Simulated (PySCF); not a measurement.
Levels of C+ from EOM-EA-GCCSD

Reference: closed-shell C(2+), [He] 2s2; one electron is added. Calculated with PySCF 2.14, two-component X2C-1e with screened spin-orbit coupling, an even-tempered Gaussian basis (19 s from 0.015 bohr⁻², ratio 2.6; 12 p from 0.019 bohr⁻², ratio 2.6; 9 d from 0.02 bohr⁻², ratio 2.8; 5 f from 1.1 bohr⁻², ratio 2.8); frozen nothing; the 30 highest virtual spinors dropped; of the others 56 kept and the rest restored at second order. No Breit or QED terms. Binding energies in eV.

| level | Koopmans | second order | EOM-CCSD | NIST |
| --- | --- | --- | --- | --- |
| 2p1/2 | 23.535 | 24.588 | 24.389 | 24.383 |
| 2p3/2 | 23.526 | 24.579 | 24.380 | 24.375 |
| 3s1/2 | 9.806 | 10.144 | 9.956 | 9.934 |
| 3d3/2 | 6.211 | 6.468 | 6.217 | 6.337 |

Electric-dipole lines between these computed levels:

| lower | upper | ΔE (eV) | vacuum wavelength (nm) |
| --- | --- | --- | --- |
| 2p1/2 | 3s1/2 | 14.433 | 85.90 |
| 2p1/2 | 3d3/2 | 18.172 | 68.23 |
| 2p3/2 | 3s1/2 | 14.424 | 85.96 |
| 2p3/2 | 3d3/2 | 18.163 | 68.26 |

Quantum defects δ = n − Z_c √(13.6057 eV / E) with Z_c = 2: 2p1/2 0.506, 2p3/2 0.506, 3s1/2 0.662, 3d3/2 0.041.

Only part of the computed levels is shown.

The screened spin-orbit operator tends to give fine-structure splittings of light species too large.

The highest levels are limited by the diffuse functions of the basis.
